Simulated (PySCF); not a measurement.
Antimony: a sound run and one with changed settings

Sound run: Sb(2+) [Kr] 4d10 5s2 5p1, Sb(3+) [Kr] 4d10 5s2. Computed with PySCF 2.14 in x2c-SVPall (6s5p3d, 36 functions), with scalar relativity by spin-free X2C-1e. In the sound run the correlated levels freeze [Kr] 4d10. The sound run starts from symmetry-adapted Hartree-Fock orbitals and uses a fine grid where one is needed.

Changed run: no relativity, point nucleus. This setting is unsound on purpose.

```tsv
species	method	sound run (hartree)	changed run (hartree)	converged
Sb(2+)	UHF	-6476.35157	-6160.85353	yes
Sb(2+)	MN15	-6483.32213	-6167.91412	yes
Sb(2+)	B3LYP	-6479.14183	-6163.66056	yes
Sb(2+)	MP2	-6476.37804	-6160.88410	yes
Sb(2+)	CCSD(T)	-6476.39116	-6160.90523	yes
Sb(3+)	UHF	-6475.46578	-6159.95094	yes
Sb(3+)	MN15	-6482.40523	-6166.96887	yes
Sb(3+)	B3LYP	-6478.22790	-6162.72826	yes
Sb(3+)	MP2	-6475.48835	-6159.97830	yes
Sb(3+)	CCSD(T)	-6475.49920	-6159.99870	yes
```

Ionisation energy of Sb(2+):

```
 method  sound run (eV)  changed run (eV)
    UHF          24.103            24.561
   MN15          24.950            25.721
  B3LYP          24.869            25.369
    MP2          24.210            24.648
SCS-MP2          24.190            24.624
   CCSD          24.264            24.650
CCSD(T)          24.272            24.668
```

Most of the change in total energy is the relativistic energy itself. On top of that the contraction fixes the core shape for the Hamiltonian it was made with, so the changed run is not a good calculation with the other Hamiltonian either.

For comparison, NIST gives 25.323 eV between the lowest levels.
